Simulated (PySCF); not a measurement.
Gas-phase reaction: 4 WF5OH + WO2(OH)2 = 5 WOF4 + 3 H2O

Energies from PySCF, thermal terms from the rigid-rotor harmonic-oscillator model, ideal gas at 1 bar. † marks an energy on the PBE0/def2-TZVP geometry and frequencies; other levels use their own. MP2 and CCSD(T) freeze the core. All species are closed-shell singlets. W: scalar-relativistic def2 core potential, no spin-orbit coupling. WF5OH: computed as isolated molecules; such fragments, hydroxides, amides, oligomers or adducts are transient or little studied in the gas. MP2 isn't extrapolated to the basis-set limit. CCSD(T) isn't extrapolated to the basis-set limit. Warning, large T1 diagnostic: WF5OH, WO2(OH)2, WOF4 (CCSD(T)/def2-SVP†).

| level | ΔH°(298 K), kJ |
|---|---|
| CCSD(T)/def2-SVP† | … |
| MP2/def2-SVP† | -151 |
| MP2/def2-TZVPP† | -178 |
| PBE/def2-SVP | … |
| PBE0/def2-SVP† | … |
| ωB97M-V/def2-TZVP† | 27 |

### Question
Complete the blanks.

### Answer

- CCSD(T)/def2-SVP†, ΔH°(298 K), kJ: -46
- PBE/def2-SVP, ΔH°(298 K), kJ: 86
- PBE0/def2-SVP†, ΔH°(298 K), kJ: 63
